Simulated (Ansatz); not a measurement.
Start from `CO[Si]F` and change one element to get `CO[Si]Cl`.

Ansatz, PBE0-D4/def2-TZVP geometries, multiplicity 1. Each molecule was computed in one conformer, which needn't be the lowest.

```
                                          property  `CO[Si]F`
    size of the dipole moment (PBE/def2-TZVPP) / D       1.52
                 LUMO energy (PBE/def2-TZVPP) / eV      -2.24
                LUMO energy (PBE0/def2-TZVPP) / eV      -1.42
               LUMO energy (B3LYP/def2-TZVPP) / eV      -1.62
size of the dipole moment (ωB97M-V/def2-TZVPP) / D       1.38
              HOMO–LUMO gap (PBE0/def2-TZVPP) / eV       6.17
```

Question: What does the change do to each property? (Estimate.)

Answer: The calculation gave: 
```json
{"property": "size of the dipole moment (PBE/def2-TZVPP) / D", "`CO[Si]Cl`": "1.79", "shift": "0.27"}
{"property": "LUMO energy (PBE/def2-TZVPP) / eV", "`CO[Si]Cl`": "-2.64", "shift": "-0.40"}
{"property": "LUMO energy (PBE0/def2-TZVPP) / eV", "`CO[Si]Cl`": "-1.85", "shift": "-0.43"}
{"property": "LUMO energy (B3LYP/def2-TZVPP) / eV", "`CO[Si]Cl`": "-2.02", "shift": "-0.40"}
{"property": "size of the dipole moment (ωB97M-V/def2-TZVPP) / D", "`CO[Si]Cl`": "1.70", "shift": "0.32"}
{"property": "HOMO–LUMO gap (PBE0/def2-TZVPP) / eV", "`CO[Si]Cl`": "5.58", "shift": "-0.59"}
```

With PBE0 the HOMO rises by 0.17 eV and the LUMO falls by 0.43 eV, so the gap narrows by about 0.60 eV. PBE moves the HOMO by 0.11 eV and ωB97M-V by 0.25 eV. Dipoles are sizes alone; their direction can turn.

B3LYP here is the variant with VWN-RPA as its local correlation; programs differ in this.
